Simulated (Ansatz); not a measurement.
C₂₂H₂₃BrS⁻, that is (4-tert-butylphenyl)diphenylsulfonium bromide with one electron more, relaxed as a doublet with UKS PBE-D4/def2-SVP in Ansatz, starting from the PBE-D4/def2-SVP geometry of the neutral singlet. Force threshold 0.03 eV/Å.

Single mean-field runs in def2-SVP are fitted with def2-universal-jkfit. The highest occupied level of the relaxed charge -1 doublet lies above zero (up to 0.59 eV). By energy differences its removal costs 0.98 eV (each at its own geometry, to the charge 0 singlet, at PBE0-D4/def2-TZVP). In the doublet geometry the species has come apart into loosely held pieces. The relaxation made no stability test and no search for a lower SCF solution.

Start:

Cartesian coordinates in Å:
```
C 2.4493 3.6515 -2.7272
C 1.3675 2.5736 -2.9234
C 1.8013 1.6520 -4.0880
C 0.0362 3.2749 -3.2844
C 1.1561 1.7257 -1.6591
C 0.2139 0.6712 -1.6702
C -0.0143 -0.1262 -0.5438
C 0.6939 0.1451 0.6407
S 0.4807 -0.8828 2.1238
C 0.1078 -2.4820 1.2213
C 1.2499 -3.1568 0.7565
C 1.1138 -4.4104 0.1458
C -0.1565 -4.9991 0.0234
C -1.2887 -4.3282 0.5099
C -1.1641 -3.0645 1.1127
C -1.1708 -0.5480 2.7666
C -2.0965 0.2555 2.0904
C -3.3712 0.4283 2.6526
C -3.7088 -0.2028 3.8595
C -2.7639 -1.0072 4.5202
C -1.4841 -1.1817 3.9804
C 1.6350 1.1819 0.6899
C 1.8623 1.9511 -0.4609
H 3.4360 3.2075 -2.4831
H 2.5694 4.2353 -3.6621
H 2.1816 4.3655 -1.9219
H 1.0403 0.8767 -4.3108
H 1.9549 2.2473 -5.0118
H 2.7531 1.1336 -3.8512
H -0.2981 3.9397 -2.4615
H 0.1626 3.8936 -4.1970
H -0.7754 2.5453 -3.4812
H -0.3600 0.4549 -2.5839
H -0.7333 -0.9557 -0.5958
H 2.2449 -2.6957 0.8671
H 2.0063 -4.9360 -0.2271
H -0.2621 -5.9878 -0.4479
H -2.2849 -4.7880 0.4188
H -2.0541 -2.5413 1.4904
H -1.8215 0.7618 1.1550
H -4.1033 1.0706 2.1398
H -4.7097 -0.0610 4.2938
H -3.0192 -1.4926 5.4742
H -0.7264 -1.7809 4.5063
H 2.1403 1.4000 1.6467
H 2.6095 2.7542 -0.4001
Br 1.1005 1.2320 3.9064
```

(1) Estimate the energy that the relaxation releases and the steps that it takes.

(2) Does the start keep its bonding?

(3) Predict the relaxed structure.

## Answers

(1) 9.9 kcal/mol, in 33 steps; 2 min on 2 threads of AMD EPYC 7R13 on a shared host and a share (18 GiB) of an NVIDIA H100 80GB HBM3. The force fell under the threshold at step 10, but the optimiser went on and released 0.118 eV more. No frequencies were taken in this run, so the end may be a saddle point.

(2) Bonds lost: S9–Br47 (atoms count from 1). The end holds 2 separate pieces.

(3) 
Cartesian coordinates in Å:
```
C 2.495 3.156 -3.073
C 1.135 2.438 -3.021
C 1.087 1.408 -4.175
C 0.026 3.494 -3.232
C 0.912 1.711 -1.683
C -0.304 1.029 -1.450
C -0.547 0.336 -0.258
C 0.446 0.314 0.745
S 0.382 -0.855 2.128
C 0.310 -2.499 1.454
C 1.413 -3.335 1.798
C 1.617 -4.546 1.142
C 0.748 -4.960 0.097
C -0.332 -4.126 -0.258
C -0.564 -2.912 0.396
C -1.335 -0.572 2.704
C -1.668 0.743 3.075
C -2.932 0.976 3.642
C -3.838 -0.080 3.838
C -3.475 -1.391 3.481
C -2.210 -1.645 2.925
C 1.663 0.998 0.551
C 1.880 1.686 -0.646
H 3.339 2.445 -2.959
H 2.616 3.668 -4.051
H 2.585 3.922 -2.277
H 0.114 0.878 -4.205
H 1.235 1.906 -5.158
H 1.879 0.642 -4.050
H 0.042 4.248 -2.419
H 0.163 4.024 -4.200
H -0.982 3.034 -3.240
H -1.098 1.045 -2.214
H -1.524 -0.139 -0.084
H 2.101 -3.007 2.594
H 2.460 -5.188 1.445
H 0.919 -5.910 -0.431
H -1.017 -4.435 -1.066
H -1.430 -2.296 0.120
H -0.905 1.540 2.979
H -3.203 1.999 3.948
H -4.827 0.116 4.283
H -4.178 -2.224 3.636
H -1.899 -2.666 2.661
H 2.381 1.038 1.387
H 2.823 2.239 -0.757
Br 1.496 1.753 3.880
```
Bond lengths: 22 × C–C 1.39 to 1.55 Å; 3 × C–S 1.78 to 1.83 Å; 23 × C–H 1.10 to 1.11 Å.
